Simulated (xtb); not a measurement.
HKO, singlet, at a GFN2-xTB geometry (such geometries of metal compounds can be far from the true shape), atoms displaced at random by about 0.1 Å a coordinate; GFN1-xTB in xtb 6.7.1.

Here is a job for xtb.
```
$ xtb mol.xyz --gfn 1 --opt --input xcontrol --json

# file mol.xyz
3

K     -0.60307968    -0.45536263    -0.33034948
O      1.05513320     0.40460953     0.80452958
H      1.55729211     1.18344042     1.35790588

# file xcontrol
$opt
  engine=inertial
$end
```

**Question.** Predict the main parts of the log of this xtb run.

**Answer.** 
```
   ID    Z sym.   atoms
    1   19 K      1
    2    8 O      2
    3    1 H      3

           -------------------------------------------------
          |                Calculation Setup                |
           -------------------------------------------------

           -------------------------------------------------
          |                 G F N 1 - x T B                 |
           -------------------------------------------------

          ...................................................
          :                      SETUP                      :
          :.................................................:
          :  # basis functions                  10          :
          :  # atomic orbitals                  10          :
          :  # shells                            6          :
          :  # electrons                         8          :
          :  # halogen bonds                     0          :
          :  max. iterations                   250          :
          :  Hamiltonian                  GFN1-xTB          :
          :  restarted?                      false          :
          :  GBSA solvation                  false          :
          :  PC potential                    false          :
          :  electronic temp.          300.0000000     K    :
          :  accuracy                    1.0000000          :
          :  -> integral cutoff          0.2500000E+02      :
          :  -> integral neglect         0.1000000E-07      :
          :  -> SCF convergence          0.1000000E-05 Eh   :
          :  -> wf. convergence          0.2000000E-04 e    :
          :  Broyden damping             0.4000000          :
          :  net charge                          0          :
          :  unpaired electrons                  0          :
          ...................................................

 iter      E             dE          RMSdq      gap      omega  full diag
   1     -5.4562173 -0.545622E+01  0.646E+00    1.66       0.0  T
   2     -5.5325334 -0.763161E-01  0.413E+00    5.08       1.0  T
   3     -5.5428561 -0.103228E-01  0.234E+00    4.00       1.0  T
   4     -5.5419714  0.884750E-03  0.605E-01    3.38       1.0  T
   5     -5.5432759 -0.130453E-02  0.140E-01    3.85       1.0  T
   6     -5.5433375 -0.616193E-04  0.348E-02    3.78       1.7  T
   7     -5.5433406 -0.306108E-05  0.146E-02    3.76       3.9  T
   8     -5.5433412 -0.619117E-06  0.266E-03    3.75      21.7  T
   9     -5.5433412 -0.210606E-07  0.200E-07    3.75  100000.0  T
  10     -5.5433412  0.444089E-14  0.427E-07    3.75  100000.0  T

   *** convergence criteria satisfied after 10 iterations ***

         :::::::::::::::::::::::::::::::::::::::::::::::::::::
         ::                     SUMMARY                     ::
         :::::::::::::::::::::::::::::::::::::::::::::::::::::
         :: total energy              -5.534432260749 Eh    ::
         :: gradient norm              0.094813413132 Eh/a0 ::
         :: HOMO-LUMO gap              3.752053439362 eV    ::
         ::.................................................::
         :: SCC energy                -5.543341233831 Eh    ::
         :: -> electrostatic           0.117147938653 Eh    ::
         :: repulsion energy           0.009183961994 Eh    ::
         :: dispersion energy         -0.000274988912 Eh    ::
         :: halogen bond corr.         0.000000000000 Eh    ::
         :: add. restraining           0.000000000000 Eh    ::
         :: total charge               0.000000000000 e     ::
         :::::::::::::::::::::::::::::::::::::::::::::::::::::

      -----------------------------------------------------------
     |              Fast Inertial Relaxation Engine              |
      -----------------------------------------------------------

          ...................................................
          :                      SETUP                      :
[...]
 * total energy  :    -5.5440068 Eh     change    :  -0.1140992E-03 Eh
 * total energy  :    -5.5441201 Eh     change    :  -0.1133262E-03 Eh
 * total energy  :    -5.5442068 Eh     change    :  -0.8665170E-04 Eh
 * total energy  :    -5.5442779 Eh     change    :  -0.7110721E-04 Eh
 * total energy  :    -5.5443684 Eh     change    :  -0.9053577E-04 Eh
 * total energy  :    -5.5444751 Eh     change    :  -0.1066576E-03 Eh
 * total energy  :    -5.5445614 Eh     change    :  -0.8636473E-04 Eh
 * total energy  :    -5.5446558 Eh     change    :  -0.9436951E-04 Eh
 * total energy  :    -5.5447600 Eh     change    :  -0.1041617E-03 Eh
 * total energy  :    -5.5448077 Eh     change    :  -0.4776053E-04 Eh
 * total energy  :    -5.5448339 Eh     change    :  -0.2619697E-04 Eh
 * total energy  :    -5.5448354 Eh     change    :  -0.1462544E-05 Eh
 * total energy  :    -5.5448371 Eh     change    :  -0.1659584E-05 Eh
   *** GEOMETRY OPTIMIZATION CONVERGED AFTER 42 CYCLES ***
[...]
          :  unpaired electrons                  0          :
          ...................................................

 iter      E             dE          RMSdq      gap      omega  full diag
   1     -5.5659322 -0.556593E+01  0.343E-08    3.89       0.0  T
   2     -5.5659322  0.000000E+00  0.181E-08    3.89  100000.0  T
   3     -5.5659322 -0.532907E-14  0.437E-09    3.89  100000.0  T

   *** convergence criteria satisfied after 3 iterations ***

         :::::::::::::::::::::::::::::::::::::::::::::::::::::
         ::                     SUMMARY                     ::
         :::::::::::::::::::::::::::::::::::::::::::::::::::::
         :: total energy              -5.544837055118 Eh    ::
         :: gradient norm              0.000973314567 Eh/a0 ::
         :: HOMO-LUMO gap              3.888538609009 eV    ::
         ::.................................................::
         :: SCC energy                -5.565932205638 Eh    ::
         :: -> electrostatic           0.116351503222 Eh    ::
         :: repulsion energy           0.021369403480 Eh    ::
         :: dispersion energy         -0.000274252960 Eh    ::
         :: halogen bond corr.         0.000000000000 Eh    ::
         :: add. restraining           0.000000000000 Eh    ::
         :: total charge               0.000000000000 e     ::
         :::::::::::::::::::::::::::::::::::::::::::::::::::::

           -------------------------------------------------
          |                Property Printout                |
           -------------------------------------------------

    * Orbital Energies and Occupations

         #    Occupation            Energy/Eh            Energy/eV
      -------------------------------------------------------------
         1        2.0000           -0.6169329             -16.7876
         2        2.0000           -0.4347825             -11.8310
         3        2.0000           -0.3556032              -9.6765
         4        2.0000           -0.3555995              -9.6764 (HOMO)
         5                         -0.2126983              -5.7878 (LUMO)
         6                         -0.1396050              -3.7988
         7                         -0.1396011              -3.7987
         8                         -0.0816097              -2.2207
         9                          0.1439337               3.9166
        10                          0.5028011              13.6819
      -------------------------------------------------------------
                  HL-Gap            0.1429012 Eh            3.8885 eV
             Fermi-level           -0.2841489 Eh           -7.7321 eV

  Mulliken/CM5 charges         n(s)   n(p)   n(d)
     1K     0.57890  0.89862   0.051  0.370  0.000
     2O    -0.85340 -1.33605   1.641  5.212  0.000
     3H     0.27450  0.43743   0.726  0.000  0.000

Wiberg/Mayer (AO) data.
largest (>0.10) Wiberg bond orders for each atom

 ---------------------------------------------------------------------------
     #   Z sym  total        # sym  WBO       # sym  WBO       # sym  WBO
 ---------------------------------------------------------------------------
     1  19 K    0.780 --     2 O    0.759
     2   8 O    1.670 --     3 H    0.912     1 K    0.759
     3   1 H    0.932 --     2 O    0.912
 ---------------------------------------------------------------------------

Topologies differ in total number of bonds
Writing topology from bond orders to xtbtopo.mol

 dipole moment from electron density (au)
     X       Y       Z
  -1.6424  -1.2067  -1.2677  total (Debye):    6.101

optimized geometry written to: xtbopt.xyz

           -------------------------------------------------
          | TOTAL ENERGY               -5.544837055118 Eh   |
          | GRADIENT NORM               0.000973314567 Eh/α |
          | HOMO-LUMO GAP               3.888538609009 eV   |
           -------------------------------------------------

normal termination of xtb
```
